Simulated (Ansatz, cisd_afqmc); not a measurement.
System: Cl, charge 0, doublet.

Total energies in cc-pV(T+d)Z, 7 correlated electrons, 5 frozen orbitals. UHF or UKS for unpaired electrons; spin-orbit terms are left out. Correlated methods leave the cores frozen. No relativity. AFQMC/CISD: phaseless, guided by CISD from CCSD amplitudes; bars are statistical, one sigma. Outlying blocks are dropped, and bars are widened where a walk drifts. Over all cases where full CI ran beside it in this data, AFQMC minus full CI had a median of +0.1 mEh and passed +0.4 mEh in a tenth of the cases. Full CI freezes restricted core orbitals and the other rows unrestricted ones, which leaves a small offset even where coupled cluster is exact.

```json
[
 {"method": "HF", "program": "Ansatz", "energy (Eh)": "-459.48556", "error against FCI (mEh)": "188.82"},
 {"method": "MP2", "program": "Ansatz", "energy (Eh)": "-459.64410", "error against FCI (mEh)": "30.28"},
 {"method": "CCSD", "program": "Ansatz", "energy (Eh)": "-459.66778", "error against FCI (mEh)": "6.60"},
 {"method": "CCSD(T)", "program": "Ansatz", "energy (Eh)": "-459.67356", "error against FCI (mEh)": "0.82"},
 {"method": "CCSDT(Q)", "program": "Ansatz", "energy (Eh)": "-459.67440", "error against FCI (mEh)": "-0.02"},
 {"method": "CCSDTQ", "program": "Ansatz", "energy (Eh)": "-459.67441", "error against FCI (mEh)": "-0.03"},
 {"method": "AFQMC/CISD", "program": "cisd_afqmc", "energy (Eh)": "-459.6738 ± 0.0002", "error against FCI (mEh)": "0.6 ± 0.2"},
 {"method": "FCI", "program": "Ansatz", "energy (Eh)": "-459.67438", "error against FCI (mEh)": "0.00"}
]
```

Ansatz is a quantum-chemistry and plane-wave program.
